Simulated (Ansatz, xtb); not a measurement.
**H2KSi2+: which of two structures lies lower**

Structure X is a singlet given by its coordinates and structure Y is a singlet given by its coordinates. Both are gas-phase species (loosely bound parts included), relaxed with B3LYP/6-31G*.

X (Å):

```xyz
5

K     2.3381    2.2854    0.4714
Si   -1.3282   -1.8581   -0.1846
Si    0.4228   -0.5905    0.2573
H    -0.4597   -0.7077   -1.1423
H    -1.1629   -0.3766    0.6945
```

Close contacts (Å): K1–Si3 3.46, Si2–Si3 2.21, Si2–H4 1.73, Si2–H5 1.73, Si3–H4 1.66, Si3–H5 1.66.

Y (Å):

```yaml
atoms:
  - { symbol: K, position_ang: [2.8978, -0.0645, 1.1456] }
  - { symbol: Si, position_ang: [-0.8521, -0.2744, -0.6298] }
  - { symbol: Si, position_ang: [-0.4874, 1.1924, 1.0061] }
  - { symbol: H, position_ang: [-0.7359, 0.0771, -2.0697] }
  - { symbol: H, position_ang: [-1.4353, -1.6210, -0.3918] }
```

Close contacts (Å): K1–Si3 3.61, Si2–Si3 2.23, Si2–H4 1.49, Si2–H5 1.49.

Problem. Estimate which is lower in electronic energy at CCSD(T)/def2-TZVPP, and by roughly how much.

Solution. The CCSD(T)/def2-TZVPP calculation puts structure X lower, by 12.6 kcal/mol.

How the difference moves with the method:

```csv
level,geometry,E(Y) − E(X) (kcal/mol),departure from the last row (kcal/mol),"job, with rough time for the two"
B3LYP/6-31G*,B3LYP/6-31G*,+8.8,−3.8,"optimisation, 77 s"
HF/def2-TZVPP,B3LYP/6-31G*,+5.4,−7.2,part of the CCSD(T) run
MP2/def2-TZVPP,B3LYP/6-31G*,+15.4,+2.9,part of the CCSD(T) run
CCSD(T)/def2-TZVPP,B3LYP/6-31G*,+12.6,,"single point, 41 s"
```

The levels shown agree on the order. The largest departure from CCSD(T)/def2-TZVPP is that of HF/def2-TZVPP, 7.2 kcal/mol. Levels run at GFN2-xTB geometries aren't shown.

With harmonic frequencies from B3LYP/6-31G* (ideal gas, rigid rotor, one conformer each, 298.15 K, 1 atm): on the last row, ΔE + ΔZPE = +12.5 kcal/mol. A mode under 50 cm⁻¹ makes harmonic enthalpies and free energies unreliable, so none is given.

The correlated steps freeze 15 core orbitals; the last core shell of K is correlated, in a basis made for valence electrons. Codes used: Ansatz 0.2.0; the last row on 1 thread of Arm Neoverse V2 on a shared host.
